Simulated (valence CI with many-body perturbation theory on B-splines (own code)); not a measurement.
Values are calculated unless marked as measured or tabulated.
# Ladder of approximations for Pm XXXI

Level of theory: relativistic CI+MBPT: three valence electrons over a frozen Dirac-Fock core [Ar] 3d10, radial functions for each j: 11 s, 11 p, 9 d, 7 f, 5 g, 2 h, 1 i, with the one-electron correlation potential Σ1 (screened to all orders), the two-electron term Σ2, the three-electron term Σ3, Breit, model QED; selected single and double excitations, second order for the rest (own B-spline code, finite nucleus).

The last digits are not significant, and no measured levels were compared; by estimate large intervals hold to a few tenths of a per cent, small ones and those within an open d or f shell to about a per cent.

Each rung adds one term. CI alone is the Dirac-Coulomb CI over the frozen core; QED comes last and gives the full result, which names the levels. Energies are above (4s^2 4p1/2) J=1/2 on the same rung, in cm⁻¹.

Levels are named by their leading jj configuration (3d3/2^4 stands for four electrons in 3d with j = 3/2), which in mixed levels can hold well under half, so a name can repeat and another be missing. Letters in brackets count levels of one name in rising energy.

| Level | CI alone | + Σ1 | + Σ2 | + Σ3 | + Breit | Full |
| --- | --- | --- | --- | --- | --- | --- |
| (4s^2 4p3/2) J=3/2 | 279128 | 280402 | 280918 | 280925 | 277410 | 277830 |
| (4s 4p1/2^2) J=1/2 | 525840 | 525468 | 527158 | 527215 | 530353 | 525917 |
| (4s 4p1/2 4p3/2) J=3/2 [a] | 735128 | 735914 | 740065 | 740175 | 740022 | 736003 |
| (4s 4p1/2 4p3/2) J=5/2 | 783585 | 784419 | 787103 | 787184 | 786645 | 782672 |
| (4s 4p1/2 4p3/2) J=3/2 [b] | 857591 | 858446 | 857909 | 857944 | 857418 | 853526 |
| (4s 4p1/2 4p3/2) J=1/2 | 888284 | 889103 | 883914 | 883899 | 883916 | 879836 |
| (4s 4p3/2^2) J=5/2 | 1040710 | 1042670 | 1046180 | 1046280 | 1042390 | 1038990 |
| (4s 4p3/2^2) J=3/2 | 1162800 | 1164350 | 1159820 | 1159840 | 1155920 | 1153160 |
| (4s 4p3/2^2) J=1/2 | 1165300 | 1167390 | 1165290 | 1165250 | 1161790 | 1158170 |
| (4s^2 4d3/2) J=3/2 | 1242420 | 1243260 | 1236590 | 1236560 | 1231680 | 1230420 |
| (4s^2 4d5/2) J=5/2 | 1284810 | 1285600 | 1279900 | 1279900 | 1273250 | 1272910 |
| (4p1/2^2 4p3/2) J=3/2 | 1403360 | 1403730 | 1401350 | 1401420 | 1404230 | 1395940 |
| (4s 4p1/2 4d3/2) J=3/2 [a] | 1614880 | 1615090 | 1617660 | 1617840 | 1616310 | 1610610 |
| (4p1/2 4p3/2^2) J=5/2 | 1623780 | 1624600 | 1627470 | 1627630 | 1626130 | 1619610 |
| (4p1/2 4p3/2^2) J=3/2 | 1641090 | 1642080 | 1642080 | 1642220 | 1641030 | 1634360 |
| (4s 4p1/2 4d3/2) J=5/2 | 1676050 | 1676440 | 1677740 | 1677890 | 1675470 | 1670070 |
| (4p1/2 4p3/2^2) J=1/2 | 1719840 | 1721460 | 1718940 | 1718970 | 1718330 | 1710520 |
| (4s 4p1/2 4d3/2) J=3/2 [b] | 1739590 | 1739550 | 1736820 | 1736900 | 1734300 | 1729680 |
| (4s 4p1/2 4d3/2) J=1/2 | 1740440 | 1740320 | 1736670 | 1736740 | 1734580 | 1729880 |
| (4s 4p1/2 4d5/2) J=5/2 [a] | 1743470 | 1743750 | 1741930 | 1742030 | 1738700 | 1733980 |
| (4s 4p1/2 4d5/2) J=7/2 | 1745830 | 1746150 | 1747150 | 1747310 | 1743200 | 1738740 |
| (4s 4p1/2 4d5/2) J=5/2 [b] | 1822920 | 1823290 | 1820480 | 1820450 | 1817140 | 1812300 |
| (4s 4p1/2 4d5/2) J=3/2 | 1854210 | 1854660 | 1848520 | 1848470 | 1845680 | 1840580 |
| (4p3/2^3) J=3/2 | 1927820 | 1930070 | 1931090 | 1931200 | 1926550 | 1920200 |
| (4s 4p3/2 4d5/2) J=9/2 | 1946520 | 1947960 | 1952290 | 1952500 | 1945180 | 1941110 |
| (4s 4p3/2 4d3/2) J=5/2 [a] | 1957290 | 1958320 | 1957220 | 1957340 | 1951700 | 1947420 |
| (4s 4p3/2 4d3/2) J=1/2 [a] | 1956720 | 1957750 | 1957520 | 1957630 | 1952210 | 1947970 |
| (4s 4p3/2 4d3/2) J=7/2 | 1965980 | 1967110 | 1966490 | 1966610 | 1960360 | 1956190 |
| (4s 4p3/2 4d3/2) J=3/2 [a] | 1966050 | 1967320 | 1966280 | 1966380 | 1960830 | 1956240 |
| (4s 4p3/2 4d5/2) J=5/2 [a] | 2022960 | 2024440 | 2023540 | 2023650 | 2016630 | 2012470 |
| (4s 4p3/2 4d3/2) J=3/2 [b] | 2031350 | 2032550 | 2027560 | 2027610 | 2021910 | 2017510 |

Q: How does the ionisation energy move along the ladder, and which term matters most?

A: CI alone 1159.2, + Σ1 1160.9, + Σ2 1160.7, + Σ3 1160.7, + Breit 1159.6, + QED 1159.6 eV. The largest step is Σ1, 1.7 eV. NIST lists 1158 ± 4 eV (theoretical).
